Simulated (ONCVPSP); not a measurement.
**Rh (Z = 45): excitation energies, all-electron against ONCV**

```json
{"Element": "Rh (Z = 45)", "Generator": "ONCVPSP 4.0.1", "Type": "optimised norm-conserving Vanderbilt (ONCV)", "Functional": "PBE", "Relativity": "scalar-relativistic", "Frozen core": "[Ar] 3d10", "Valence charge": "17", "Reference configuration": "4s2 4p6 4d8 5s1", "Partial waves": "4s+5s: rc 1.50 bohr, ncon 5, nbas 9, qcut 7 1/bohr, 2 projectors; 4p: rc 1.75 bohr, ncon 5, nbas 10, qcut 9.6 1/bohr, 2 projectors, debl 2.2 Ha; 4d: rc 1.40 bohr, ncon 4, nbas 7, qcut 7.6 1/bohr, 2 projectors, debl 0.9 Ha", "Local potential": "polynomial inside 1.00 bohr (lpopt 5, dvloc0 0 Ha)", "Core correction": "Teter function, fcfact 5, rcfact 1.15"}
```

Energies are relative to the spin-unpolarised reference configuration 4s2 4p6 4d8 5s1; without spin polarisation the order of configurations can differ from experiment.

```csv
valence configuration,charge,ΔE all-electron (eV),error AE − PS (meV)
4s2 4p6 4d8 5s0,+1,7.461,-1.8
4s2 4p6 4d6 5s0,+3,59.476,-2.7
4s2 4p6 4d8 5s0.5,+0.5,2.919,-0.6
```

**Question.** What are ΔE and the potential's error for 4s2 4p6 4d7 5s0?

**Answer.** ΔE = 26.971 eV all-electron; the error (AE − PS) is -2.3 meV.

Levels in the configuration 4s2 4p6 4d8 5s0:

```
level  all-electron (eV)  pseudo (eV)
   4s            -90.186      -90.201
   4p            -58.145      -58.151
   4d            -13.583      -13.583
```
